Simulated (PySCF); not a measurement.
Atomic charges by several schemes

Compound: C4H2F3O2 (charge -1).
Z-matrix (Å and degrees, GFN2-xTB geometry), rows numbered from 1:
```
O 
C   1  1.2257
O   2  1.2305  1  132.24
C   2  1.5954  1  115.15  3  -179.95
F   4  1.3574  2  116.99  1    -0.40
C   4  1.3281  2  123.81  1   179.52
C   6  1.4864  4  124.28  2  -179.90
F   7  1.3720  6  112.39  4  -121.66
F   7  1.3720  6  112.39  4   121.48
H   6  1.0776  4  117.74  2     0.09
H   7  1.1001  6  113.18  4    -0.08
```

Density: PBE0/pcSseg-1 (PySCF); schemes: Mulliken, IAO, Hirshfeld and ESP-fitted. Geometry: GFN2-xTB, one conformer, isolated ion. The pcSseg-1 basis has no diffuse functions, a weakness for an anion.

Question: What partial charge does each atom carry?

Answer: In e:

| atom | environment | Mulliken | IAO | Hirshfeld | ESP-fitted |
| --- | --- | --- | --- | --- | --- |
| O1 | carboxylate oxygen | -0.542 | -0.616 | -0.420 | -0.701 |
| C2 | carboxylate carbon | +0.458 | +0.499 | +0.097 | +0.725 |
| O3 | carboxylate oxygen | -0.546 | -0.637 | -0.405 | -0.721 |
| C4 | vinylic C–F carbon | +0.131 | +0.231 | +0.068 | +0.153 |
| F5 | vinyl fluorine | -0.296 | -0.284 | -0.104 | -0.189 |
| C6 | alkene CH carbon | -0.291 | -0.287 | -0.137 | -0.521 |
| C7 | CHF2 carbon | +0.557 | +0.432 | +0.126 | +0.621 |
| F8 | fluorine of a CF2 group | -0.334 | -0.329 | -0.144 | -0.300 |
| F9 | fluorine of a CF2 group | -0.334 | -0.329 | -0.144 | -0.300 |
| H10 | vinylic hydrogen | +0.121 | +0.183 | +0.035 | +0.219 |
| H11 | methine hydrogen | +0.075 | +0.136 | +0.028 | +0.013 |

Mean size of the charges over all atoms: ESP-fitted 0.406 e, IAO 0.360 e, Mulliken 0.335 e, Hirshfeld 0.155 e. Each set sums to the total charge, -1, to within 0.001 e. The Mulliken scheme counts on each atom the diagonal of the density matrix times the overlap matrix over that atom's basis functions.

Lowest charge. All schemes pick atoms of one kind: Mulliken O3 (-0.546); IAO O3 (-0.637); Hirshfeld O1 (-0.420); ESP-fitted O3 (-0.721).

Highest charge. The schemes don't all agree: Mulliken C7 (+0.557); IAO C2 (+0.499); Hirshfeld C7 (+0.126); ESP-fitted C2 (+0.725).

Question: How many electrons does the Hirshfeld scheme count on C7?

Answer: Z − q = 6 − (+0.126) = 5.874.

Question: Sum the charges by element.

Answer: 
```json
{"element": "O", "atoms": "2", "Mulliken": "-1.088", "IAO": "-1.253", "Hirshfeld": "-0.825", "ESP-fitted": "-1.421"}
{"element": "C", "atoms": "4", "Mulliken": "+0.855", "IAO": "+0.876", "Hirshfeld": "+0.155", "ESP-fitted": "+0.978"}
{"element": "F", "atoms": "3", "Mulliken": "-0.964", "IAO": "-0.942", "Hirshfeld": "-0.393", "ESP-fitted": "-0.789"}
{"element": "H", "atoms": "2", "Mulliken": "+0.197", "IAO": "+0.318", "Hirshfeld": "+0.063", "ESP-fitted": "+0.232"}
```

The run behind these numbers computed NMR shieldings as well. Time: 16 s wall. Hardware: an Arm Neoverse V2 with one thread, shared host.
